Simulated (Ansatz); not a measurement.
Gas-phase electronic energies from Ansatz, PBE0-D4/def2-TZVP geometries. CCSD(T)/CBS is the MP2 limit (def2-TZVPP, def2-QZVPP) plus CCSD(T) − MP2 in def2-TZVPP, frozen cores. This one scheme is used for every species. DFT in def2-TZVPP. B3LYP here is the variant with VWN-RPA as its local correlation; programs differ in this. HSE06 is defined as in plane-wave codes. Each species was taken in one conformer, which may not be the lowest.

Consider the ligand exchange at a B–O bond: `OBN[SiH3]` + H₂S → `[SiH3]NBS` + H₂O.

| level | ΔE (kJ/mol) | difference from CCSD(T)/CBS |
| --- | --- | --- |
| PBE-D4 | 45.4 | -4.1 |
| PBE0-D4 | 47.5 | -2.0 |
| r2SCANh-D4 | 52.6 | 3.1 |
| HSE06-D4 | 47.4 | -2.1 |
| ωB97X-V | 55.5 | 6.0 |
| ωB97M-V | 56.7 | 7.2 |
| revPBE | 45.9 | -3.6 |
| BLYP | 58.1 | 8.6 |
| r2SCAN | 53.1 | 3.6 |
| B3LYP | 59.4 | 9.9 |
| r2SCAN0 | 53.8 | 4.3 |
| LC-ωPBE | 54.2 | 4.7 |
| RPA@PBE/def2-TZVPP | 54.2 | 4.7 |
| MP2/def2-QZVPP | 46.9 | -2.6 |
| MP2/CBS(def2) | 45.2 | -4.3 |
| CCSD/CBS(def2) | 52.7 | 3.2 |
| CCSD(T)/CBS | 49.5 | 0 |

Largest T1 diagnostic among the species: 0.012.

At CCSD(T), def2-SVP lies +19.2 kJ/mol from the extrapolated value and def2-TZVPP +3.5 kJ/mol. Leaving LDA and LC-ωPBE aside and taking each functional with its dispersion term where it has one, the values, not all of them listed here, spread over 19.3 kJ/mol, from revPBE-D4 to CAM-B3LYP-D4. LDA lies +5.7 kJ/mol from PBE without D4. From BLYP to BHLYP (50 % exact exchange), in def2-TZVPP and without D4, ΔE moves by +5.2 kJ/mol.
